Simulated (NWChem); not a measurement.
System: SnHSCl3; SMILES [SH][Sn]([Cl])([Cl])[Cl]

Input file for NWChem:

```
start job
memory heap 200 mb stack 900 mb global 1100 mb
geometry units angstroms
  S      2.273763     0.956156    -0.075482
  Sn     0.020018     0.028372    -0.001582
  Cl    -0.250401    -1.286845     1.904227
  Cl    -1.598073     1.685200     0.010544
  Cl    -0.356505    -1.351561    -1.841624
  H      2.865761    -0.231359     0.014779
end
basis spherical
  * library def2-svp
end
ecp
  Sn library def2-ecp
end
dft
  xc pbe0
  iterations 150
end
driver
  maxiter 120
end
task dft optimize
dft
  grid fine
  convergence energy 1d-8 density 1d-7
end
task dft freq numerical
```

Output (shortened):

```
             Northwest Computational Chemistry Package (NWChem) 7.3.0
             --------------------------------------------------------

 C1  symmetry detected

                             Geometry "geometry" -> ""
                             -------------------------

 Output coordinates in angstroms (scale by  1.889725989 to convert to a.u.)

  No.       Tag          Charge          X              Y              Z
 ---- ---------------- ---------- -------------- -------------- --------------
    1 S                   16.0000     0.62432144    -2.36386832    -0.04227503
    2 Sn                  50.0000     0.02622667    -0.00038906     0.00084475
    3 Cl                  17.0000    -1.39081810     0.44196439     1.79843694
    4 Cl                  17.0000     1.89102520     1.36120089     0.17985255
    5 Cl                  17.0000    -1.12734525     0.58625437    -1.93741750
    6 H                    1.0000    -0.63912782    -2.77878816    -0.06066090

 Effective nuclear repulsion energy (a.u.)    1007.8890044448

                                Z-matrix (autoz)
                                --------

 Units are Angstrom for bonds and degrees for angles

      Type          Name      I     J     K     L     M      Value
      ----------- --------  ----- ----- ----- ----- ----- ----------
    1 Stretch                  1     2                       2.43836
    2 Stretch                  1     6                       1.32996
    3 Stretch                  2     3                       2.33132
    4 Stretch                  2     4                       2.31591
    5 Stretch                  2     5                       2.33061
    6 Bend                     1     2     3               110.28221
    7 Bend                     1     2     4               111.94603
    8 Bend                     1     2     5               110.52911
    9 Bend                     2     1     6                93.99237
   10 Bend                     3     2     4               108.55876
   11 Bend                     3     2     5               107.01621
   12 Bend                     4     2     5               108.35151
   13 Torsion                  3     2     1     6          55.37260
   14 Torsion                  4     2     1     6         176.35210
   15 Torsion                  5     2     1     6         -62.76102

                           NWChem Geometry Optimization
                           ----------------------------

 maximum gradient threshold         (gmax) =   0.000450
 rms gradient threshold             (grms) =   0.000300
 maximum cartesian step threshold   (xmax) =   0.001800
 rms cartesian step threshold       (xrms) =   0.001200
 fixed trust radius                (trust) =   0.300000
 source of zmatrix                         =   autoz

          -------------------
          Energy Minimization
          -------------------

 Using diagonal initial Hessian
 Scaling for Hessian diagonals: bonds = 1.00  angles = 0.25  torsions = 0.10

          --------
          Step   0

                                 NWChem DFT Module
                                 -----------------

 Summary of "ao basis" -> "ao basis" (spherical)
 ------------------------------------------------------------------------------
       Tag                 Description            Shells   Functions and Types
 ---------------- ------------------------------  ------  ---------------------
 S                          def2-svp                 8       18   4s3p1d
 Sn                         def2-svp                10       26   4s4p2d
 Cl                         def2-svp                 8       18   4s3p1d
 H                          def2-svp                 3        5   2s1p

            General Information
            -------------------
          SCF calculation type: DFT
          Wavefunction type:  closed shell.
          No. of atoms     :     6
          No. of electrons :    90
           Alpha electrons :    45
            Beta electrons :    45
          Charge           :     0
          Spin multiplicity:     1
          Use of symmetry is: off; symmetry adaption is: off
          Maximum number of iterations: 150
          AO basis - number of functions:   103
                     number of shells:    45
          Convergence on energy requested:  1.00D-06
          Convergence on density requested:  1.00D-05
          Convergence on gradient requested:  5.00D-04

              XC Information
              --------------
                         PBE0 Method XC Functional
                     Hartree-Fock (Exact) Exchange  0.250
          PerdewBurkeErnzerhof Exchange Functional  0.750
            Perdew 1991 LDA Correlation Functional  1.000 local
           PerdewBurkeErnz. Correlation Functional  1.000 non-local

             Grid Information
             ----------------
          Grid used for XC integration:  medium
          Radial quadrature: Mura-Knowles
          Angular quadrature: Lebedev.
          Tag              B.-S. Rad. Rad. Pts. Rad. Cut. Ang. Pts.
          ---              ---------- --------- --------- ---------
          S                   1.00       88          10.0       590
          Sn                  1.45      123           9.0       590
          Cl                  1.00       88          12.0       590
          H                   0.35       45          11.0       434
          Grid pruning is: on
          Number of quadrature shells:   520
          Spatial weights used:  Erf1

      Superposition of Atomic Density Guess
      -------------------------------------

 Sum of atomic energies:       -2024.91289806

      Non-variational initial energy
      ------------------------------

 Total energy =   -1989.811641
 1-e energy   =   -3990.336892
 2-e energy   =    1419.935204
 HOMO         =      -0.320628
 LUMO         =      -0.067424

   convergence    iter        energy       DeltaE   RMS-Dens  Diis-err
 ---------------- ----- ----------------- --------- --------- ---------
 d= 0,ls=0.0,diis     1  -1992.5981821718 -2.57D+03  1.93D-02  7.24D-01
 d= 0,ls=0.0,diis     2  -1992.5395890348  5.86D-02  1.09D-02  1.08D+00
 d= 0,ls=0.0,diis     3  -1992.7030638259 -1.63D-01  1.21D-03  1.61D-02
 d= 0,ls=0.0,diis     4  -1992.7051198913 -2.06D-03  2.53D-04  7.64D-04
 d= 0,ls=0.0,diis     5  -1992.7052427419 -1.23D-04  5.95D-05  2.45D-05
  Resetting Diis
 d= 0,ls=0.0,diis     6  -1992.7052466600 -3.92D-06  1.75D-05  2.32D-06
 d= 0,ls=0.0,diis     7  -1992.7052470043 -3.44D-07  9.08D-06  1.40D-07

         Total DFT energy =    -1992.705247004269
      One electron energy =    -3990.306622563326
           Coulomb energy =     1545.393038277720
    Exchange-Corr. energy =     -128.381709579405
 Nuclear repulsion energy =      580.590046860742

 Numeric. integr. density =       89.999993869487

                       DFT Final Molecular Orbital Analysis
                       ------------------------------------

 Vector   43  Occ=2.000000D+00  E=-3.431754D-01
              MO Center= -7.3D-01,  6.5D-01, -6.5D-02, r^2= 5.5D+00
   Bfn.  Coefficient  Atom+Function         Bfn.  Coefficient  Atom+Function
  ----- ------------  ---------------      ----- ------------  ---------------
    91      0.352869  5 Cl px                55     -0.302784  3 Cl px
    57     -0.293978  3 Cl pz                75      0.273779  4 Cl pz
    88      0.259146  5 Cl px                93     -0.246460  5 Cl pz
    52     -0.222275  3 Cl px                54     -0.214788  3 Cl pz
    72      0.196868  4 Cl pz                90     -0.180365  5 Cl pz

 Vector   44  Occ=2.000000D+00  E=-3.417353D-01
              MO Center= -3.8D-01, -4.2D-01, -3.9D-02, r^2= 6.4D+00
   Bfn.  Coefficient  Atom+Function         Bfn.  Coefficient  Atom+Function
  ----- ------------  ---------------      ----- ------------  ---------------
    56      0.338385  3 Cl py                92      0.339889  5 Cl py
    12      0.307076  1 S  py                53      0.256165  3 Cl py
    89      0.257353  5 Cl py                 9      0.227449  1 S  py
    11     -0.166041  1 S  px                74      0.157129  4 Cl py
    50      0.148105  3 Cl py                86      0.148810  5 Cl py

 Vector   45  Occ=2.000000D+00  E=-3.039303D-01
              MO Center=  4.8D-01, -2.1D+00, -4.8D-02, r^2= 2.4D+00
   Bfn.  Coefficient  Atom+Function         Bfn.  Coefficient  Atom+Function
  ----- ------------  ---------------      ----- ------------  ---------------
    13      0.624868  1 S  pz                10      0.441999  1 S  pz
     7      0.250989  1 S  pz                92     -0.108502  5 Cl py
    56      0.097771  3 Cl py                89     -0.076506  5 Cl py
    34      0.076080  2 Sn pz                55     -0.075638  3 Cl px
    91      0.070532  5 Cl px                53      0.069122  3 Cl py

[...]

      ----------------------
      Optimization converged
      ----------------------

  Step       Energy      Delta E   Gmax     Grms     Xrms     Xmax
  ---- ---------------- -------- -------- -------- -------- --------
@    7   -1992.70651312 -8.1D-08  0.00001  0.00001  0.00032  0.00072
                                     ok       ok       ok       ok

                                Z-matrix (autoz)
                                --------

 Units are Angstrom for bonds and degrees for angles

      Type          Name      I     J     K     L     M      Value     Gradient
      ----------- --------  ----- ----- ----- ----- ----- ---------- ----------
    1 Stretch                  1     2                       2.38776   -0.00001
    2 Stretch                  1     6                       1.35371    0.00001
    3 Stretch                  2     3                       2.32979    0.00001
    4 Stretch                  2     4                       2.32327   -0.00001
    5 Stretch                  2     5                       2.32969    0.00001
    6 Bend                     1     2     3               111.97726    0.00001
    7 Bend                     1     2     4               108.30888   -0.00000
    8 Bend                     1     2     5               112.52595    0.00000
    9 Bend                     2     1     6                91.95365    0.00000
   10 Bend                     3     2     4               108.97897   -0.00001
   11 Bend                     3     2     5               106.37281   -0.00000
   12 Bend                     4     2     5               108.58097   -0.00000
   13 Torsion                  3     2     1     6          55.73021    0.00000
   14 Torsion                  4     2     1     6         175.92506    0.00000
   15 Torsion                  5     2     1     6         -64.03575    0.00000

                         Geometry "geometry" -> "geometry"
                         ---------------------------------

 Output coordinates in angstroms (scale by  1.889725989 to convert to a.u.)

  No.       Tag          Charge          X              Y              Z
 ---- ---------------- ---------- -------------- -------------- --------------
    1 S                   16.0000     0.66598670    -2.31785539    -0.03991018
    2 Sn                  50.0000    -0.00110439    -0.02544729    -0.00422966
    3 Cl                  17.0000    -1.41641054     0.44299711     1.78612926
    4 Cl                  17.0000     1.90714815     1.28721246     0.17759060
    5 Cl                  17.0000    -1.15117039     0.59951588    -1.93146808
    6 H                    1.0000    -0.62016738    -2.74004865    -0.04933112

 Effective nuclear repulsion energy (a.u.)    1012.4417887792

                Final and change from initial internal coordinates
                --------------------------------------------------

                                Z-matrix (autoz)
                                --------

 Units are Angstrom for bonds and degrees for angles

      Type          Name      I     J     K     L     M      Value       Change
      ----------- --------  ----- ----- ----- ----- ----- ---------- ----------
    1 Stretch                  1     2                       2.38776   -0.05060
    2 Stretch                  1     6                       1.35371    0.02375
    3 Stretch                  2     3                       2.32979   -0.00153
    4 Stretch                  2     4                       2.32327    0.00735
    5 Stretch                  2     5                       2.32969   -0.00091
    6 Bend                     1     2     3               111.97726    1.69505
    7 Bend                     1     2     4               108.30888   -3.63715
    8 Bend                     1     2     5               112.52595    1.99684
    9 Bend                     2     1     6                91.95365   -2.03873
   10 Bend                     3     2     4               108.97897    0.42020
   11 Bend                     3     2     5               106.37281   -0.64341
   12 Bend                     4     2     5               108.58097    0.22946
   13 Torsion                  3     2     1     6          55.73021    0.35761
   14 Torsion                  4     2     1     6         175.92506   -0.42704
   15 Torsion                  5     2     1     6         -64.03575   -1.27473

[...]

 Rotational Constants
 --------------------
 A=   0.034215 cm-1  (  0.049227 K)
 B=   0.033159 cm-1  (  0.047708 K)
 C=   0.032717 cm-1  (  0.047072 K)

 Temperature                      =   298.15K
 frequency scaling parameter      =   1.0000

 Zero-Point correction to Energy  =    7.948 kcal/mol  (  0.012666 au)
 Thermal correction to Energy     =   13.390 kcal/mol  (  0.021338 au)
 Thermal correction to Enthalpy   =   13.982 kcal/mol  (  0.022282 au)

 Total Entropy                    =  100.124 cal/mol-K
   - Translational                =   42.498 cal/mol-K (mol. weight = 255.7882)
   - Rotational                   =   30.140 cal/mol-K (symmetry #  =        1)
   - Vibrational                  =   27.485 cal/mol-K

 Cv (constant volume heat capacity) =   24.408 cal/mol-K
   - Translational                  =    2.979 cal/mol-K
   - Rotational                     =    2.979 cal/mol-K
   - Vibrational                    =   18.449 cal/mol-K

[normal modes left out]

 ----------------------------------------------------------------------------
 Normal Eigenvalue ||           Projected Infra Red Intensities
  Mode   [cm**-1]  || [atomic units] [(debye/angs)**2] [(KM/mol)] [arbitrary]
 ------ ---------- || -------------- ----------------- ---------- -----------
    1        0.000 ||    0.000019           0.000         0.019       0.014
    2        0.000 ||    0.000019           0.000         0.019       0.014
    3        0.000 ||    0.000175           0.004         0.171       0.132
    4        0.000 ||    0.000156           0.004         0.152       0.117
    5        0.000 ||    0.000004           0.000         0.004       0.003
    6        0.000 ||    0.000229           0.005         0.223       0.172
    7       15.311 ||    0.012298           0.284        11.989       9.227
    8       92.298 ||    0.000502           0.012         0.489       0.376
    9      115.668 ||    0.000558           0.013         0.544       0.419
   10      117.750 ||    0.009082           0.210         8.853       6.814
   11      124.218 ||    0.019829           0.457        19.331      14.878
   12      125.650 ||    0.014370           0.332        14.009      10.782
   13      346.694 ||    0.000064           0.001         0.063       0.048
   14      393.538 ||    0.049573           1.144        48.326      37.194
   15      397.484 ||    0.062409           1.440        60.839      46.825
   16      403.752 ||    0.060482           1.395        58.961      45.379
   17      723.699 ||    0.004903           0.113         4.780       3.679
   18     2706.291 ||    0.005233           0.121         5.101       3.926
 ----------------------------------------------------------------------------
```

Level: PBE0/def2-SVP with def2 effective core potentials on Sn. def2 effective core potentials on Sn; no spin-orbit coupling.
